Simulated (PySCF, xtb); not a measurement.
2-pyrimidin-2-yl-1,3,4-oxadiazole (C6H4N4O), SMILES n1cccnc1-c1ocnn1. One conformer was computed; it need not be the lowest.

Harmonic wavenumbers (cm⁻¹) from GFN2-xTB in xtb at its own minimum, in rising order: 42, 93, 119, 231, 354, 355, 430, 461, 610, 659, 704, 713, 758, 797, 820, 919, 934, 959, 965, 1018, 1078, 1096, 1110, 1123, 1130, 1211, 1217, 1248, 1307, 1383, 1405, 1471, 1533, 1544, 1561, 3056, 3059, 3112, 3196.

Task: What does PySCF 2.14.0 with ωB97X-D3(BJ)/def2-SVP give at its own minimum? (An estimate is asked for; the answer gives what the named calculation found.)

Result: 49, 111, 158, 276, 372, 418, 471, 525, 647, 678, 749, 768, 837, 872, 888, 997, 1013, 1026, 1037, 1044, 1097, 1110, 1123, 1188, 1191, 1265, 1301, 1316, 1418, 1487, 1512, 1605, 1668, 1686, 1694, 3196, 3198, 3251, 3315. Paired by order, the mean absolute difference is 71 cm⁻¹ and the zero-point energies are 62.6 and 66.6 kcal/mol.
